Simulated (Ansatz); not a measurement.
Relaxation of FGeH3 (5 atoms, charge 0, multiplicity 1), to a largest force component of 0.03 eV/Å in at most 50 steps.

All numbers below come from Ansatz, RKS CAM-B3LYP/def2-SVP.

```xyz
5
Properties=species:S:1:pos:R:3
Ge -0.028 0.061 -1.032
H 1.235 -0.290 1.385
H 1.747 0.104 1.064
F -1.109 1.323 -0.475
H -0.631 -1.091 -0.083
```

**Question.** Where does it end, and by what steps?

**Answer.** The forces met the threshold. After 7 steps the energy has fallen by 0.050 eV; F4 moved furthest, 0.18 Å.

```tsv
step	energy less start (eV)	largest force component (eV/Å)	accepted
0	0.0000	1.252	yes
1	-0.0460	0.076	yes
2	-0.0320	0.463	no
3	-0.0468	0.216	yes
4	-0.0393	0.249	no
5	-0.0497	0.071	yes
6	-0.0499	0.075	yes
7	-0.0502	0.005	yes
```

```xyz
5
Properties=species:S:1:pos:R:3
Ge 0.063 0.023 -0.948
H 1.108 -0.259 1.298
H 1.638 0.173 0.946
F -0.975 1.309 -0.362
H -0.620 -1.139 -0.074
```

Run time: 14 s on 1 thread of Arm Neoverse V2 (shared host), peak memory 0.12 GiB.
